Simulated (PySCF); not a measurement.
Computed shifts of a molecule ClH5OSi2, PBE/pcSseg-1 run with PySCF, GIAO, gas phase, atoms alike by connectivity averaged where their shifts nearly agree, in ppm (number of nuclei): ²⁹Si: 17.3 (1), -108.1 (1). ¹H: 6.60 (1), 3.82 (3), 2.38 (1). References: ¹⁷O against H2O (σ = 334.3 ppm); ²⁹Si against TMS (σ = 335.4 ppm); ³⁵Cl against HCl (σ = 936.5 ppm); ¹H against TMS (σ = 31.49 ppm), references at their B3LYP-D3(BJ)/def2-TZVP geometries, non-relativistic (without spin–orbit terms, shifts of atoms bonded to Cl or Br come out too high). Geometry optimised at B3LYP-D3(BJ)/def2-SVP. The values are those of a single conformer.

Question: Pick the molecule that these values belong to.
(A) O[SiH2][SiH2]Cl
(B) [SiH3]O[SiH2]Cl
(C) O[Si@@H]([SiH3])Cl

Answer: C, O[Si@@H]([SiH3])Cl
